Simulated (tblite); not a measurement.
C₅H₇ClO₃Si.
Atom-mapped SMILES: `[CH2:1]=[C:2]([CH3:3])[C@@H:4]1[O:5][Si@H:6]([Cl:7])[O:8][C:9]1=[O:10]` (hydrogens: H11, H12 on C1; H13, H14, H15 on C3; H16 on C4; H17 on Si6)

Computed with GFN2-xTB (tblite), gas phase: L-BFGS steps from a force-field or distance-geometry start until the largest atomic force falls under 0.01 eV/Å.

Step 58: E = -894.7872 eV
```
atom  x, y, z in Å  |  force x, y, z in eV/Å
C1     -1.6598    1.1038    0.1317   -0.005   0.019   0.001
C2     -1.0925   -0.0790   -0.0274    0.008  -0.005   0.093
C3     -1.6870   -1.3588    0.4706   -0.028  -0.009   0.001
C4      0.2671   -0.2771   -0.6631   -0.018  -0.001   0.002
O5      1.1558   -0.8298    0.2883    0.004  -0.003   0.003
Si6     2.4734    0.0928    0.5361   -0.015  -0.017   0.032
Cl7     2.6025    0.7942    2.3822   -0.003   0.004  -0.024
O8      2.0367    1.2731   -0.5443    0.001   0.027  -0.006
C9      0.9024    1.0017   -1.1963    0.005   0.044  -0.037
O10     0.4806    1.6773   -2.0836    0.007  -0.021   0.038
H11    -1.2198    2.0180   -0.2236    0.018   0.002  -0.013
H12    -2.6201    1.1939    0.6108   -0.002  -0.007  -0.008
H13    -0.9818   -1.8579    1.1334   -0.007   0.014   0.014
H14    -2.6149   -1.1743    1.0024   -0.010   0.005   0.018
H15    -1.8846   -2.0299   -0.3629   -0.023  -0.022  -0.046
H16     0.1713   -0.9857   -1.4945    0.040  -0.040  -0.053
H17     3.6637   -0.5504    0.0304    0.027   0.010  -0.014
```

Step 59: E = -894.7878 eV
```
atom  x, y, z in Å  |  force x, y, z in eV/Å
C1     -1.6616    1.1035    0.1290    0.007   0.015   0.004
C2     -1.0936   -0.0796   -0.0246    0.012  -0.015   0.064
C3     -1.6905   -1.3600    0.4681   -0.034  -0.025   0.013
C4      0.2674   -0.2781   -0.6579    0.000  -0.004  -0.002
O5      1.1562   -0.8283    0.2952    0.014   0.013   0.012
Si6     2.4746    0.0948    0.5381    0.000  -0.014   0.028
Cl7     2.6197    0.7980    2.3823   -0.013   0.000  -0.025
O8      2.0339    1.2768   -0.5392   -0.009   0.006  -0.016
C9      0.9020    1.0000   -1.1937   -0.005   0.058  -0.017
O10     0.4792    1.6722   -2.0831    0.015  -0.018   0.030
H11    -1.2172    2.0152   -0.2264    0.016   0.017  -0.014
H12    -2.6237    1.1977    0.6031   -0.005  -0.015  -0.004
H13    -0.9816   -1.8694    1.1197   -0.014   0.019   0.006
H14    -2.6118   -1.1743    1.0115   -0.005   0.000   0.009
H15    -1.9009   -2.0229   -0.3697   -0.020  -0.007  -0.028
H16     0.1759   -0.9885   -1.4883    0.024  -0.038  -0.048
H17     3.6649   -0.5450    0.0261    0.015   0.009  -0.012
```

**Question.** Estimate the geometry and energy of step 60. (The exact step hangs on the optimiser's Hessian estimate; all steps are aligned on step 59, rigid shifts and turns removed.)

**Answer.** E = -894.7883 eV, largest force 0.043 eV/Å
```
atom  x, y, z in Å  |  force x, y, z in eV/Å
C1     -1.6598    1.1038    0.1278    0.017   0.003   0.006
C2     -1.0934   -0.0809   -0.0217    0.011  -0.015   0.015
C3     -1.6931   -1.3611    0.4679   -0.025  -0.003   0.013
C4      0.2671   -0.2804   -0.6571    0.015  -0.006  -0.007
O5      1.1575   -0.8307    0.2950    0.012   0.016   0.014
Si6     2.4737    0.0948    0.5391    0.018  -0.003   0.004
Cl7     2.6245    0.7966    2.3823   -0.017   0.002  -0.008
O8      2.0297    1.2798   -0.5344   -0.012  -0.012  -0.016
C9      0.9006    0.9995   -1.1919   -0.010   0.040   0.012
O10     0.4766    1.6706   -2.0812    0.013  -0.002   0.005
H11    -1.2110    2.0128   -0.2294    0.008   0.020  -0.008
H12    -2.6223    1.2025    0.5997   -0.004  -0.018   0.000
H13    -0.9851   -1.8710    1.1185    0.006  -0.004   0.022
H14    -2.6126   -1.1744    1.0126   -0.028   0.004   0.014
H15    -1.9048   -2.0226   -0.3705   -0.020  -0.004  -0.032
H16     0.1781   -0.9908   -1.4889    0.009  -0.021  -0.025
H17     3.6672   -0.5364    0.0224    0.006   0.004  -0.008
```

The energy changes by -0.0005 eV. The first-order estimate −F·Δx gives -0.0007 eV and the mean of the old and new forces, exact on a quadratic surface, -0.0005 eV. The step makes an angle of 75° with the force vector and moves no atom by more than 0.010 Å.

What follows is the cost of the whole relaxation. Time: 1.6 s. Hardware: one thread of an Arm Neoverse V1, on a shared host.
